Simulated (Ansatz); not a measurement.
Computed with Ansatz on PBE0-D4/def2-TZVP structures; ΔE is electronic, products minus reactants. CCSD(T)/CBS adds triple-zeta CCSD(T) − MP2 to the extrapolated MP2 energy (def2 sets, frozen cores). This one scheme is used for every species. DFT in def2-TZVPP. B3LYP here is the variant with VWN-RPA as its local correlation; programs differ in this. For Br outer-core shells are correlated without core-valence functions, which leaves a few kJ/mol of doubt a bond. Scalar relativity is left out up to krypton.

Consider the ligand exchange at the Si–F bond: `F[SiH]1CO1` + HBr → `Br[SiH]1CO1` + H–F.

```
             level  ΔE (eV)
         r2SCAN-D4     0.48
            B97M-V     0.56
      CAM-B3LYP-D4     0.58
          PBE-QIDH     0.41
             B3LYP     0.56
RPA@PBE/def2-TZVPP     0.52
       HF/def2-SVP     0.55
SCS-MP2/def2-TZVPP     0.49
```

(1) What does CCSD(T)/CBS give? (Estimate.)

Largest T1 diagnostic among the species: 0.013.

Answers

(1) The calculation gave: +0.42 eV. The listed levels differ from it by 0.06, 0.14, 0.16, -0.01, 0.14, 0.10, 0.13, 0.07 eV.

In def2-TZVPP, CCSD(T) changes the Hartree–Fock value by −0.15 eV (the triples alone add −0.03 eV) and MP2 by −0.22 eV. At CCSD(T), def2-SVP lies +0.08 eV from the extrapolated value and def2-TZVPP +0.06 eV.
